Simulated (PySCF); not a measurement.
# The second ionisation energy along the third row

All values are computed (PySCF 2.14, energy differences of UHF-based or UKS calculations, no spin-orbit coupling). Values in eV. The last column holds reference values (NIST; (s) semi-empirical, (t) theoretical, else measured). Unmarked ones compare directly (S terms, centres of terms, or small fine structure); those marked * lie between the lowest fine-structure levels and include a spin-orbit shift.

```tsv
element	configurations	UHF	PBE	PBE0	MP2 (valence)	SCS-MP2 (valence)	CCSD (valence)	reference
Mg (aug-cc-pVDZ-DK, spin-free X2C)	[Ne] 3s1 → [Ne]	14.735	15.298	15.210	n/a	n/a	n/a	15.035
Al (aug-cc-pVDZ-DK, spin-free X2C)	[Ne] 3s2 → [Ne] 3s1	17.578	18.833	18.728	18.263	18.400	18.626	18.829
Si (aug-cc-pVDZ-DK, spin-free X2C)	[Ne] 3s2 3p1 → [Ne] 3s2	15.808	16.411	16.426	15.979	15.959	16.080	16.322
P (aug-cc-pVDZ-DK, spin-free X2C)	[Ne] 3s2 3p2 → [Ne] 3s2 3p1	19.160	19.788	19.818	19.478	19.399	19.509	19.769 (s) *
S (aug-cc-pVDZ-DK, spin-free X2C)	[Ne] 3s2 3p3 → [Ne] 3s2 3p2	22.721	23.319	23.379	23.172	23.014	23.097	23.338 *
Cl (aug-cc-pVDZ-DK, spin-free X2C)	[Ne] 3s2 3p4 → [Ne] 3s2 3p3	22.510	23.795	23.781	23.031	23.050	23.053	23.771
Ar (aug-cc-pVDZ-DK, spin-free X2C)	[Ne] 3s2 3p5 → [Ne] 3s2 3p4	26.384	27.606	27.616	27.115	27.083	27.061	27.630 *
```

Question: Which of these methods has the smallest mean absolute error against the measured values here?

Answer: PBE, with 0.095 eV.

```tsv
method	elements	mean error (eV)	mean absolute error (eV)	largest error (eV)
UHF	4	-0.831	0.831	-1.261
PBE	4	0.095	0.095	0.263
PBE0	4	0.047	0.097	0.175
MP2 (valence)	3	-0.550	0.550	-0.741
SCS-MP2 (valence)	3	-0.504	0.504	-0.721
CCSD (valence)	3	-0.387	0.387	-0.718
```

Errors include the incompleteness of the basis and the frozen core.

"Valence" correlates the outer s and p shells and, in groups 3 to 12 and the f block, the outer d or f shell, open or full, or the next shell where the ion has no valence electron left; the wider scheme adds the next inner shell.
